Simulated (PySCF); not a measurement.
Several molecules and their computed UV-vis stick spectra, shuffled. The calculation used TDDFT PBE0/def2-SVPD, vertical, gas phase, core orbitals frozen in the response in PySCF. Geometries: GFN2-xTB; one conformer of each isolated species. Triplets are in the Tamm–Dancoff approximation.

A. `C=N[Si](O)(O)OC=O`
B. `F[C@@H]1[C@@H](Cl)C12CC2`
C. `ClC1=CC[SiH2]C1`

Lowest singlet levels (six at most, fewer where fewer were computed) with oscillator strengths:

1. 6.57 eV (f 0.002); 6.98 eV (f 0.012); 7.66 eV (f 0.005); 7.80 eV (f 0.004); 8.05 eV (f 0.023); 8.11 eV (f 0.001); T1 5.97 eV
2. 4.09 eV (f 0.000); 5.82 eV (f 0.001); 6.26 eV (f 0.000); 6.55 eV (f 0.020); 6.57 eV (f 0.001); 7.28 eV (f 0.034); T1 3.44 eV
3. 6.12 eV (f 0.000); 6.29 eV (f 0.000); 6.55 eV (f 0.208); 6.82 eV (f 0.000); 7.09 eV (f 0.001); 7.36 eV (f 0.000); T1 4.19 eV

**Question.** Which spectrum belongs to which structure?

**Answer.** 1 = B, 2 = A, 3 = C.
- A: S1 at 4.09 eV, HOMO→LUMO (98%); Löwdin shares by element: HOMO nitrogen 58%, carbon 18% or more, hydrogen 7% or more, silicon 7%; LUMO carbon 41% or more, nitrogen 32%, hydrogen 12% or more (atoms not listed hold the other 15%); HOMO -7.49 and LUMO -1.28 eV.
- B: S1 at 6.57 eV, HOMO→LUMO (97%); Löwdin shares by element: HOMO chlorine 36%, carbon 32% or more, fluorine 9% (atoms not listed hold the other 23%); LUMO chlorine 40%, carbon 28% or more, fluorine 6% (atoms not listed hold the other 26%); HOMO -7.89 and LUMO 0.19 eV.
- C: S1 at 6.12 eV, HOMO→LUMO+1 (88%); Löwdin shares by element: HOMO carbon 62% or more, chlorine 23% (atoms not listed hold the other 15%); LUMO carbon 68% or more, chlorine 10% (atoms not listed hold the other 23%); HOMO -7.03 and LUMO 0.15 eV; point group Cs, 4 of its 6 listed states under f = 0.0005.

Without π bonds the low states are Rydberg-like; a valence basis with one diffuse set may place them up to an eV too high.
